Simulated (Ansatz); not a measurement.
```yaml
crystal:
  periodic: [false, false, false]
  atoms:
    - {symbol: C, position_ang: [-0.974635, -0.774251, -2.202329]}
    - {symbol: C, position_ang: [-0.345523, 0.585842, -1.943164]}
    - {symbol: N, position_ang: [-0.698758, 1.159249, -0.659091]}
    - {symbol: C, position_ang: [-1.997855, 1.790705, -0.572623]}
    - {symbol: C, position_ang: [-2.066635, 3.163725, -1.224732]}
    - {symbol: Si, position_ang: [0.433920, 1.115226, 0.625693]}
    - {symbol: N, position_ang: [0.949350, -0.472956, 1.018326]}
    - {symbol: C, position_ang: [2.329954, -0.905693, 0.995127]}
    - {symbol: C, position_ang: [2.653263, -1.863385, -0.142234]}
    - {symbol: C, position_ang: [-0.025112, -1.441721, 1.480317]}
    - {symbol: C, position_ang: [-0.028346, -1.641705, 2.988456]}
    - {symbol: H, position_ang: [-0.701744, -1.146353, -3.193601]}
    - {symbol: H, position_ang: [-2.065115, -0.723908, -2.155931]}
    - {symbol: H, position_ang: [-0.636668, -1.497876, -1.458041]}
    - {symbol: H, position_ang: [0.744898, 0.487785, -1.993769]}
    - {symbol: H, position_ang: [-0.615634, 1.278803, -2.750193]}
    - {symbol: H, position_ang: [-2.758726, 1.136041, -1.018524]}
    - {symbol: H, position_ang: [-2.263948, 1.885228, 0.484178]}
    - {symbol: H, position_ang: [-1.802885, 3.120661, -2.284140]}
    - {symbol: H, position_ang: [-3.076632, 3.576402, -1.152289]}
    - {symbol: H, position_ang: [-1.376802, 3.855107, -0.735136]}
    - {symbol: H, position_ang: [1.707432, 1.823686, 0.308726]}
    - {symbol: H, position_ang: [-0.285998, 1.795024, 1.742745]}
    - {symbol: H, position_ang: [2.598934, -1.372299, 1.952171]}
    - {symbol: H, position_ang: [2.964537, -0.019618, 0.907171]}
    - {symbol: H, position_ang: [2.044505, -2.769315, -0.094926]}
    - {symbol: H, position_ang: [2.471957, -1.387753, -1.109163]}
    - {symbol: H, position_ang: [3.702068, -2.169495, -0.102035]}
    - {symbol: H, position_ang: [-1.017658, -1.108857, 1.157021]}
    - {symbol: H, position_ang: [0.134960, -2.406315, 0.981157]}
    - {symbol: H, position_ang: [-0.782225, -2.378103, 3.279329]}
    - {symbol: H, position_ang: [0.939087, -1.999569, 3.348026]}
    - {symbol: H, position_ang: [-0.250364, -0.702212, 3.499780]}
basis:
  gaussian: {orbitals: def2-SVP}
total_charge: 2
hamiltonian: {xc: {name: B3LYP}, dispersion: d3bjatm}
accuracy: high
```

```sh
$ ansatz run in.yaml --threads 11 --pin off --events-out ev --progress --plain --max-ram 110592MiB --backend cpu
```

It prints (some lines left out):

```
Functional definition: B3LYP
6942 factors; integrals over basis functions are off by at most 4.6e-8 eV
mean field evaluation 1: about -19432.0886 eV, gradient 1.3e2 eV
mean field evaluation 2: about -19273.9934 eV, gradient 2.7e2 eV
mean field evaluation 4: about -19476.1293 eV, gradient 4.7e1 eV
mean field evaluation 8: about -19482.4459 eV, gradient 9.8e-1 eV
mean field evaluation 16: about -19483.0200 eV, gradient 9.5e-3 eV
mean field -19483.01998796 eV, -715.9877784923 hartree, gradient 5.9e-8 eV, S^2 0.000000; 0 other end points of the search recorded, 0 dependent functions left out
reference -19483.02005242 eV, -715.9877808610 hartree; 48, 48 occupied and 220, 220 virtual orbitals, 6942 factors
Total energy: -19484.57439075 eV, -716.0449017413 hartree
```

In this input the charge is far from anything that the molecule holds. Self-consistency was reached. The result belongs to that input, not to the molecule as meant.
